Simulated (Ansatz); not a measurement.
Geometry optimisation, RKS CAM-B3LYP/def2-SVP (Ansatz 0.2.0).

Input file:

```yaml
crystal:
  periodic: [false, false, false]
  atoms:
    - { symbol: Ga, position_ang: [-0.04548, -0.198109, -0.117761] }
    - { symbol: H, position_ang: [-0.068502, -0.41494, 1.433508] }
    - { symbol: O, position_ang: [1.475071, -0.465042, -1.001722] }
    - { symbol: H, position_ang: [2.227031, -0.766587, -0.480343] }
    - { symbol: H, position_ang: [-1.232729, 0.241319, -1.016662] }
    - { symbol: P, position_ang: [0.057923, 2.835277, 1.608833] }
    - { symbol: H, position_ang: [1.484759, 2.758381, 1.654368] }
    - { symbol: H, position_ang: [0.012693, 2.770228, 0.178853] }
    - { symbol: H, position_ang: [-0.103867, 1.428272, 1.771726] }
basis:
  gaussian: { orbitals: def2-SVP }
hamiltonian:
  xc: cam_b3lyp
relax:
  f_tol: 0.03
  max_steps: 50
```

Command:

```bash
$ ansatz run input.yaml --threads 4 --pin off --max-ram 5120MiB --backend cpu --events-out ev --progress --plain --runs-dir out
```

**Question.** Where does it end, and by what steps?

**Answer.** It converged. The force dipped under the threshold on the way, but the program's further checks kept it going. After 20 steps the energy has fallen by 0.185 eV; H7 moved furthest, 1.11 Å.

| step | energy less start (eV) | largest force component (eV/Å) | accepted |
| --- | --- | --- | --- |
| 0 | 0.0000 | 0.423 | yes |
| 1 | -0.1001 | 0.189 | yes |
| 2 | -0.1319 | 0.131 | yes |
| 3 | -0.1478 | 0.256 | yes |
| 4 | -0.1499 | 0.262 | yes |
| 5 | -0.1580 | 0.125 | yes |
| 6 | -0.1623 | 0.104 | yes |
| 7 | -0.1642 | 0.064 | yes |
| 8 | -0.1663 | 0.051 | yes |
| 9 | -0.1680 | 0.144 | yes |
| 10 | -0.1698 | 0.130 | yes |
| 11 | -0.1733 | 0.098 | yes |
| 12 | -0.1735 | 0.135 | yes |
| 13 | -0.1723 | 0.447 | no |
| 14 | -0.1762 | 0.166 | yes |
| 15 | -0.1787 | 0.149 | yes |
| 16 | -0.1801 | 0.246 | yes |
| 17 | -0.1821 | 0.138 | yes |
| 18 | -0.1841 | 0.024 | yes |
| 19 | -0.1849 | 0.039 | yes |
| 20 | -0.1851 | 0.030 | yes |

```xyz
9
Properties=species:S:1:pos:R:3
Ga -0.051 -0.316 -0.113
H -0.296 -1.110 1.210
O 1.632 -0.139 -0.681
H 2.308 -0.539 -0.122
H -1.096 0.310 -1.077
P 0.508 2.955 1.497
H 1.393 2.137 0.738
H -0.457 3.046 0.452
H -0.135 1.844 2.125
```

Whether the end is a true minimum wasn't checked by a vibrational analysis.

Run time: 30 s on 4 threads of Arm Neoverse V1, with other jobs on the host, peak memory 0.24 GiB.
